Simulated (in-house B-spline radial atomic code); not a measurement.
## Many-body shifts of the gap in n-type InAs

For InAs the NSM archive of the Ioffe Institute lists m* = 0.023 m0, a heavy-hole mass of 0.41 m0 and ε = 15.15, so a* = 34.86 nm, Ha* = 2.727 meV and m_h/m* = 17.8. The electrons form a uniform gas in one parabolic band at zero temperature. Exchange and RPA correlation lower the electron chemical potential by μ_x = −k_F/π and μ_c = d(n ε_c)/dn. A single heavy hole at rest gains the second-order self-energy of its screening cloud in the RPA. Shifts from the dopant ions, band tails, light holes and non-parabolicity are left out, so this is the carrier part of the narrowing only.

| n (cm⁻³) | r_s | E_F (meV) | μ_x (meV) | μ_c (meV) | hole (meV) | sum (meV) |
| --- | --- | --- | --- | --- | --- | --- |
| 3.1e15 | 1.22 | 3.37 | -1.4 | -0.22 | -1.3 | -2.9 |
| 8.47e15 | 0.873 | 6.59 | -1.9 | -0.25 | -1.7 | -3.8 |
| 2.32e16 | 0.624 | 12.9 | -2.7 | -0.27 | -2.0 | -5.0 |
| 6.4e16 | 0.445 | 25.4 | -3.7 | -0.30 | -2.5 | -6.6 |
| 1.75e17 | 0.318 | 49.7 | -5.2 | -0.33 | -3.1 | -8.6 |
| 4.82e17 | 0.227 | 97.5 | -7.3 | -0.35 | -3.7 | -11.4 |

(1) Work out the row r_s = 0.318, where ε_c = -0.1101 Ha* and dε_c/dr_s = 0.0898 Ha*, and estimate the hole term for an infinitely heavy hole with Thomas-Fermi screening.

(2) How do the parts scale with density, and what happens to the absorption edge?

## Answers

(1) k_F = 6.0351, so μ_x = −1.9210 Ha* = -5.2 meV. μ_c = ε_c − (r_s/3) dε_c/dr_s = -0.1196 Ha* = -0.33 meV. A fixed charge gains −q_s/2 with q_s = √(4k_F/π) = 2.7720, that is -3.8 meV. The computed -3.1 meV is 0.81 of it, since the hole recoils and Lindhard screening weakens at large q.

(2) End to end μ_x goes as n^0.33, μ_c as n^0.09, the hole term as n^0.20 and E_F as n^0.67. With vertical transitions from the heavy-hole band the edge moves by E_F (1 + m*/m_h) plus the sum, taking the hole's shift at rest for that at k_F: +0.6 meV in the first row and +92 meV in the last. Band filling (Burstein-Moss) grows faster than the narrowing.
